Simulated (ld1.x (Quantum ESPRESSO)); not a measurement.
## Transferability test, PAW potential for Au (Z = 79)

ld1.x (Quantum ESPRESSO) 7.5 input, shortened:

```
&input
   title='Au', zed=79., rel=1, dft='BP', iswitch=3,
   config='[Xe] 4f14 5d10 6s0.5 6p0.5'
 /
 &inputp
   pseudotype=3, lpaw=.true., tm=.true., lloc=-2, rcloc=2.35,
   nlcc=.true., new_core_ps=.true.,
   which_augfun='PSQ', rmatch_augfun_nc=.true.
 /
6
6S  1  0   0.50   0.00  1.85  2.05  0.0
6S  1  0   0.00   0.45  1.85  2.05  0.0
6P  2  1   0.50   0.00  2.35  2.75  0.0
6P  2  1   0.00   0.60  2.35  2.75  0.0
5D  3  2  10.00   0.00  1.30  1.55  0.0
5D  3  2   0.00  -0.15  1.30  1.55  0.0
 &test
   configts(1)='5d10 6s0.5 6p0.5'
 /
```

Energies are relative to the spin-unpolarised reference configuration 5d10 6s0.5 6p0.5; without spin polarisation the order of configurations can differ from experiment.

```json
{"valence configuration": "5d10 6s0 6p0", "charge": "+1", "ΔE all-electron (eV)": "6.966", "error AE − PS (meV)": "-3.8"}
{"valence configuration": "5d9 6s0 6p0", "charge": "+2", "ΔE all-electron (eV)": "28.296", "error AE − PS (meV)": "-34"}
{"valence configuration": "5d9 6s1 6p0", "charge": "+1", "ΔE all-electron (eV)": "9.647", "error AE − PS (meV)": "-22"}
{"valence configuration": "5d10 6s0.5 6p0", "charge": "+0.5", "ΔE all-electron (eV)": "1.251", "error AE − PS (meV)": "-0.7"}
{"valence configuration": "5d10 6s0 6p1", "charge": "0", "ΔE all-electron (eV)": "2.715", "error AE − PS (meV)": "-1.0"}
{"valence configuration": "5d9 6s1 6p1", "charge": "0", "ΔE all-electron (eV)": "4.897", "error AE − PS (meV)": "-22"}
```

(1) What are ΔE and the potential's error for 5d10 6s1 6p0?

Levels in the configuration 5d10 6s0 6p0:

```json
{"level": "5d", "all-electron (eV)": "-15.455", "pseudo (eV)": "-15.451"}
```

Note: ghost state, extra bound levels that the all-electron valence spectrum of the same l lacks: s at -26.5 eV. A true bound ghost makes a file unfit for plane-wave use.

## Answers

(1) ΔE = -2.611 eV all-electron; the error (AE − PS) is +0.8 meV.
